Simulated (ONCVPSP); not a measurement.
# Si (Z = 14): one change to an ONCV potential, before and after

ONCVPSP 4.0.1 input, shortened (lines: element, Z, core and valence counts, functional; n l f; lmax; l rc ep ncon nbas qcut; lloc lpopt rc5 dvloc0; l nproj debl; icmod fcfact rcfact), LDA (Perdew-Zunger), scalar-relativistic:

```
  Si 14.00    3    1        3      upf
    1    0    2.00
    2    0    2.00
    2    1    6.00
    3    0    2.00
    2
    0    1.45    0.00    4    8    3.90
    1    1.40    0.42    4    9    6.60
    2    1.30    0.03    4    8    6.50
    4    5    1.10    3.00
    0    1    2.60
    1    1    0.90
    2    2    3.10
    3    2.25    1.50
```

In the p channel the program set the typed energies aside and used 0.050 Ha.

Change: d: rc 0.98; local potential polynomial inside 0.98 bohr (lpopt 5, dvloc0 3 Ha).

Cutoffs: the cutoffs (Ha) at which the residual kinetic energy of the hardest occupied pseudo-wave falls to 1 and 0.1 mHa per electron; they do not see the model core or the augmentation charge, which bear on the density cutoff. Errors are all-electron minus pseudo energies relative to the spin-unpolarised reference configuration.

Problem. What does the change do?

Solution. The potential gets neither clearly harder nor softer (8.4 Ha and 30 Ha → 8.4 Ha and 30 Ha); the lowest positive-energy flag moves from s at 30.4 eV to none; of the 4 tests that both files solve, the error grows in 1 and shrinks in 0 by more than 15 % and 0.3 meV (median size 190.3 → 206.4 meV); neither file shows a bound ghost.

| quantity | base | changed |
| --- | --- | --- |
| cutoff, loose | 8.4 Ha | 8.4 Ha |
| cutoff, tight | 30 Ha | 30 Ha |
| bound ghosts | none | none |
| GHOST(+) flags under 300 eV | s at 30.4 eV | none |
| error for 3s2 3p2, meV [ΔE -23.94 eV] | +275 | +299 |
| error for 3s2 3p1, meV [ΔE -16.11 eV] | +157 | +170 |
| error for 3s1, meV [ΔE 34.14 eV] | +22 | +28 |
| error for 3s2 3p1.5, meV [ΔE -20.98 eV] | +224 | +243 |
| s: phases at 1.47 bohr within 0.05 rad from the reference energy up to (Ha; the scan ends near 5) | -0.0 | -0.4 |
| p: phases at 1.43 bohr within 0.05 rad from the reference energy up to (Ha; the scan ends near 5) | 2.1 | 1.9 |
| rms error of d²Exc/dni dnj with the model core, mHa | 2.47 | 2.47 |
